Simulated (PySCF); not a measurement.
# Structure from NMR data

Molecular formula: C$_{5}$H$_{2}$F$_{3}$NO. Simulated spectra:

1H NMR (400 MHz, computed): δ 8.69 (m, 1H), 6.79 (m, 1H).

13C{1H} NMR (computed): δ 169.7 (C), 165.7 (CH), 159.3 (C), 132.4 (C), 109.9 (CH).

[PySCF: GFN2-xTB structure; PBE0/pcSseg-1 with gauge-including orbitals; one computed conformer; no relativistic terms; gas phase]

δ = σ(ref) − σ, references computed at the same level: 1H, 13C against TMS.

**Question.** Deduce the structure.

**Answer.** 
1. The formula gives 4 degrees of unsaturation (1 ring in the answer).
2. 5 carbon signals for 5 carbons: no two carbons are equivalent.
3. Carbon types of the structure: 3 × C, 2 × CH, which accounts for all hydrogens.
4. δC 169.7, 132.4: fully substituted alkene carbon.
5. δC 165.7: aromatic CH next to the ring oxygen.
6. δC 159.3: substituted aromatic carbon next to a ring nitrogen.
7. δC 109.9: aromatic CH.
8. δH 8.69: hydrogen on an aromatic CH next to the ring oxygen; the ring current deshields protons in the ring plane.
9. δH 6.79: hydrogen on an aromatic CH; it sits in the deshielding region of the aromatic ring current.

These data were computed for `FC(F)=C(F)c1ccon1`.

This is the structure that produced the data.

Splittings by 19F in the carbon and heteronuclear signals aren't shown, as no couplings were computed. Shifts are as computed. Against solution values, carbons near 30 ppm lie about +3 ppm off and those near 130 ppm about +5 ppm (rms about the fit 2.1 ppm; single classes can miss by 10 ppm). Of 1328 compounds with measured shifts, 309 miss one by over three times the rms of a fit or turn the order of signals round; such compounds aren't used in these exercises. Signals without a measured value on file couldn't be tested in this way; 1H shifts scatter by 0.2 ppm about their fit, and single ones miss by 0.5 ppm. No couplings were computed; multiplicities are counted from neighbouring protons, with m where these are inequivalent, close in shift, in a saturated or five-membered ring or joined by F or P, and br s for small geminal =CH2 splittings.
